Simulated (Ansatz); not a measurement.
`C[CH2][Mg][CH2]C` + `BN[SiH3]` → `BN([SiH3])CC` + `C[CH2][MgH]`  (substitution at a C–Mg bond)

Isolated molecules relaxed with PBE0-D4/def2-TZVP in Ansatz; ΔE leaves out vibrations. CCSD(T)/CBS is the MP2 limit (def2-TZVPP, def2-QZVPP) plus CCSD(T) − MP2 in def2-TZVPP, frozen cores. Functionals use def2-TZVPP. B3LYP here is the variant with VWN-RPA as its local correlation; programs differ in this. For Mg outer-core shells are correlated without core-valence functions, which leaves a few kJ/mol of doubt a bond. One conformer a species, not always the lowest.

`C[CH2][Mg][CH2]C`:

Cartesian coordinates in Å:
```
C 1.702 1.758 -1.459
C 0.485 0.968 -1.948
Mg -0.495 -0.216 -0.509
C -1.459 -1.394 0.946
C -0.840 -1.381 2.346
H 2.484 1.104 -1.061
H 2.169 2.355 -2.253
H 1.443 2.457 -0.657
H 0.782 0.319 -2.782
H -0.249 1.659 -2.382
H -1.505 -2.427 0.576
H -2.508 -1.073 1.007
H -0.817 -0.375 2.776
H -1.386 -2.013 3.058
H 0.194 -1.741 2.342
```

`BN[SiH3]`:

Cartesian coordinates in Å:
```
B 0.396 -0.523 1.414
N 0.637 -0.111 0.099
Si -0.552 0.423 -1.061
H -0.730 -0.524 1.824
H 1.313 -0.866 2.104
H 1.600 -0.124 -0.210
H -0.258 1.812 -1.503
H -1.877 0.362 -0.404
H -0.529 -0.449 -2.265
```

`BN([SiH3])CC`:

Cartesian coordinates in Å:
```
B 1.849 0.388 -0.048
N 0.593 -0.217 -0.117
Si 0.253 -1.763 0.627
C -0.512 0.419 -0.843
C -1.372 1.289 0.055
H 2.027 1.430 -0.616
H 2.726 -0.141 0.570
H -0.132 -2.741 -0.427
H 1.455 -2.225 1.354
H -0.899 -1.647 1.563
H -0.089 1.020 -1.651
H -1.129 -0.355 -1.315
H -2.192 1.734 -0.514
H -1.803 0.711 0.875
H -0.775 2.096 0.485
```

`C[CH2][MgH]`:

```xyz
9

C    -0.664    0.924   -0.314
C     0.492    0.189    0.369
Mg    0.567   -1.892    0.096
H    -0.650    0.792   -1.401
H    -0.644    2.006   -0.131
H    -1.640    0.568    0.030
H     0.466    0.390    1.448
H     1.447    0.612    0.030
H     0.626   -3.588   -0.127
```

| level | ΔE (kJ/mol) |
| --- | --- |
| B3LYP-D4 | 26.0 |
| r2SCAN | 32.0 |
| CAM-B3LYP | 31.2 |
| SCS-MP2/def2-TZVPP | 30.3 |

(1) What does CCSD(T)/CBS give? (An estimate is asked.)

Largest T1 diagnostic among the species: 0.012.

Answers

(1) The calculation gave: +36.0 kJ/mol. The listed levels differ from it by -10.0, -4.0, -4.8, -5.7 kJ/mol.

From BLYP to BHLYP (50 % exact exchange), in def2-TZVPP and without D4, ΔE moves by −10.7 kJ/mol. At CCSD(T), def2-SVP lies −20.0 kJ/mol from the extrapolated value and def2-TZVPP −7.6 kJ/mol.
